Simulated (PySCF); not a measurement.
Compound: C₁₁H₈O.
InChI=1S/C11H8O/c1-3-4-5-10-6-8-11(12-2)9-7-10/h1,6-9H,2H3

Torsions of this conformer, `[CH:1]#[C:2][C:3]#[C:4][c:5]1[cH:6][cH:7][c:8]([O:9][CH3:10])[cH:11][cH:12]1`: C7–C8–O9–C10 180°.

The closed-shell ground state was solved at several levels (PySCF, density fitting, gas phase, non-relativistic). The structure is a single PBE0-D3(BJ)/def2-SVP conformer in the gas phase; no vibrational or solvent corrections.

```csv
level,basis functions,total energy (Eh),HOMO (eV),LUMO (eV),gap (eV),dipole (D)
B3LYP/pcJ-1,404,-499.0979,-6.03,-1.50,4.53,2.93
PBE0/pcSseg-1,244,-498.4225,-6.25,-1.37,4.88,2.93
PBE/pcSseg-2,544,-498.6438,-5.32,-2.14,3.18,3.11
```

(1) What might CAM-B3LYP/def2-SVPD (307 basis functions) give for the same quantities?

(2) Over all these levels, which gives the widest orbital gap and which the narrowest?

(3) How far do the dipole and the HOMO energy spread over the levels?

## Answers

(1) Total energy -498.4614 Eh, HOMO -7.33 eV, LUMO -0.36 eV, gap 6.97 eV, dipole 2.70 D.

(2) CAM-B3LYP/def2-SVPD (range-separated hybrid) has the widest, 6.97 eV, and PBE/pcSseg-2 (GGA) the narrowest, 3.18 eV. Functional and basis both differ between the two, so the spread mixes both effects.

(3) The dipole runs from 2.70 to 3.11 D (mean 2.92 D) and the HOMO from -7.33 to -5.32 eV.
